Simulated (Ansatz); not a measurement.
Compare A (`OB1CC1Cl`) with its isomer B (`ClBC1CO1`).

Gas-phase electronic energies from Ansatz, PBE0-D4/def2-TZVP geometries. CBS: MP2 limit from def2 TZ/QZ plus the TZ coupled-cluster correction, frozen cores. DFT in def2-TZVPP. B3LYP here is the variant with VWN-RPA as its local correlation; programs differ in this. Each species was taken in one conformer, which may not be the lowest.

Q: Which is lower in electronic energy at CCSD(T)/CBS, and by how much? (An estimate is asked.)

A: The calculation gave: A, by 52.1 kJ/mol.

Q: Give E(B) − E(A) in kJ/mol with ωB97M-V, PBE0-D4, HF/def2-TZVPP, MP2/def2-TZVPP, PBE-D4, B3LYP-D4, CCSD/def2-TZVPP. (Estimate.)

A: The calculation gave: ωB97M-V 55.3, PBE0-D4 54.1, HF/def2-TZVPP 44.7, MP2/def2-TZVPP 49.0, PBE-D4 51.6, B3LYP-D4 53.2, CCSD/def2-TZVPP 47.8. None reverses the order clearly.

Q: Does the order hold for the free energy at 298.15 K (harmonic terms from PBE0-D4)? (Best estimate.)

A: Computed: Yes: G(B) − G(A) = +51.1 kJ/mol, for one conformer each.

Largest T1 diagnostic: 0.012.

From BLYP to BHLYP (50 % exact exchange), in def2-TZVPP and without D4, E(B) − E(A) moves by +3.5 kJ/mol. At CCSD(T), def2-SVP lies −11.2 kJ/mol from the extrapolated value and def2-TZVPP −6.1 kJ/mol.
